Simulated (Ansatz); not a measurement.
**How methods differ on AgH (SMILES [AgH])**

The species is AgH (2 atoms), meant as a singlet with charge 0. As SMILES, `[AgH]`. The bond length is the measured one.

```tsv
atom	x (Å)	y (Å)	z (Å)
Ag	0.0000	0.0000	0.0000
H	0.0000	0.0000	1.6181
```

Quantity: the energy change with the Ag1–H2 bond stretched from 1.618 to 2.427 Å, in eV. The values are calculated.

| level | kind | program | value (eV) | less FCI/STO-3G | CPU time (all runs) |
| --- | --- | --- | --- | --- | --- |
| HF/STO-3G (restricted) | Hartree–Fock | Ansatz | 3.58 | +1.84 | 0.73 s |
| revPBE/STO-3G (restricted) | GGA | Ansatz | 2.83 | +1.09 | 6 s |
| r2SCAN/STO-3G (restricted) | meta-GGA | Ansatz | 3.06 | +1.32 | 13 s |
| r2SCAN0/STO-3G (restricted) | hybrid meta-GGA | Ansatz | 3.27 | +1.53 | 9.1 s |
| HSE06/STO-3G (restricted) | range-separated hybrid | Ansatz | 3.17 | +1.43 | 4.2 s |
| B2PLYP/STO-3G (restricted) | double hybrid | Ansatz | 3.14 | +1.40 | 6.2 s |
| BCCD(T)/STO-3G (restricted) | coupled cluster or CI | Ansatz | 1.67 | -0.07 | 1.7 s |
| FCI/STO-3G | exact in the basis | Ansatz | 1.74 | 0.00 | 5.3 s |

FCI/STO-3G is exact within its basis and frozen core, so for wave-function methods in that basis the difference is their error; functionals converge differently with the basis, so for them it is only a difference. A spin-restricted reference rises too steeply as a bond breaks; here HF/STO-3G, revPBE/STO-3G, r2SCAN/STO-3G, r2SCAN0/STO-3G, HSE06/STO-3G, B2PLYP/STO-3G lie well above the multireference or unrestricted value. All-electron rows without a relativistic Hamiltonian named are non-relativistic. The first shape isn't each level's own minimum. The values span 1.67 to 3.58 eV. All rows use very small basis sets, so none should be taken for the real molecule's value. In so small a basis fixed costs decide the times, and correlated methods can beat functionals. CPU times are rough (shared hosts, several kinds of processor and program).
